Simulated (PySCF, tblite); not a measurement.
Isomers of C3H8ClOSi (doublet state), one GFN2-xTB conformer each. Single-point energies are computed at B3LYP/pcH-1 (PySCF, gas phase, no added dispersion term), electronic only. GFN2-xTB treats the open shell by occupation alone, and not every SCF solution was tested for stability.

```json
{"SMILES": "C[CH]O[SiH2]CCl", "GFN2-xTB relative energy (kcal/mol)": "1.0"}
{"SMILES": "CCO[SiH2][CH]Cl", "GFN2-xTB relative energy (kcal/mol)": "0.0"}
{"SMILES": "[CH2]CO[SiH2]CCl", "GFN2-xTB relative energy (kcal/mol)": "14.5"}
```

Conformers: `[CH3:1][CH:2][O:3][SiH2:4][CH2:5][Cl:6]` (doublet state) with C1–C2–O3–Si4 -9°, C2–O3–Si4–C5 179°, O3–Si4–C5–Cl6 179°; `[CH3:1][CH2:2][O:3][SiH2:4][CH:5][Cl:6]` (doublet state) with C1–C2–O3–Si4 180°, C2–O3–Si4–C5 180°, O3–Si4–C5–Cl6 180°; `[CH2:1][CH2:2][O:3][SiH2:4][CH2:5][Cl:6]` (doublet state) with H–C1–C2–O3 10° and -170°, C1–C2–O3–Si4 -179°, C2–O3–Si4–C5 -178°, O3–Si4–C5–Cl6 180°.

What does B3LYP/pcH-1 give for the same structures?

| SMILES | B3LYP/pcH-1 E (Eh) | B3LYP/pcH-1 (kcal/mol) | GFN2-xTB (kcal/mol) | point group |
| --- | --- | --- | --- | --- |
| CCO[SiH2][CH]Cl | -944.05940 | 0.0 | 0.0 | Cs |
| C[CH]O[SiH2]CCl | -944.05737 | 1.3 | 1.0 | – |
| [CH2]CO[SiH2]CCl | -944.04570 | 8.6 | 14.5 | near Cs |

Both levels put the same isomer lowest; measured from each level's own lowest isomer, the values differ by up to 5.9 kcal/mol ([CH2]CO[SiH2]CCl: 14.5 against 8.6). Neighbours under 5.0 kcal/mol apart (CCO[SiH2][CH]Cl and C[CH]O[SiH2]CCl) can change places with a better method, another conformer or zero-point energy.

What happens when harmonic zero-point energies from GFN2-xTB frequencies are added?

```tsv
SMILES	ZPE (kcal/mol)	electronic (kcal/mol)	with ZPE (kcal/mol)
CCO[SiH2][CH]Cl	62.9	0.0	0.0
C[CH]O[SiH2]CCl	62.1	1.3	0.5
[CH2]CO[SiH2]CCl	61.1	8.6	6.8
```

The zero-point energies span 1.8 kcal/mol. The order is unchanged.
